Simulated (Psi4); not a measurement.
## How methods differ on SnH2S2 (SMILES [SH][Sn][SH])

The species is SnH2S2 (5 atoms), meant as a singlet with charge 0. As SMILES, `[SH][Sn][SH]`. The shape was relaxed beforehand at PBE0/def2-TZVP. This is one conformer, not always the lowest.

Quantity: the HOMO–LUMO gap, in eV. The values are calculated.

```json
{"level": "PBE-D4/def2-TZVPP (density fitting, core potential)", "kind": "GGA", "program": "Psi4", "value (eV)": "3.11"}
{"level": "r2SCAN-D4/def2-TZVPP (density fitting, core potential)", "kind": "meta-GGA", "program": "Psi4", "value (eV)": "3.44"}
{"level": "B3LYP-D4/def2-TZVPP (density fitting, core potential)", "kind": "global hybrid", "program": "Psi4", "value (eV)": "4.40"}
{"level": "PBE0-D4/def2-TZVPP (density fitting, core potential)", "kind": "global hybrid", "program": "Psi4", "value (eV)": "4.77"}
{"level": "wB97M-V/def2-TZVPP (density fitting, core potential)", "kind": "range-separated hybrid", "program": "Psi4", "value (eV)": "8.51"}
```

The values span 3.11 to 8.51 eV. Orbital gaps aren't excitation energies; they tend to grow with the share of exact exchange.
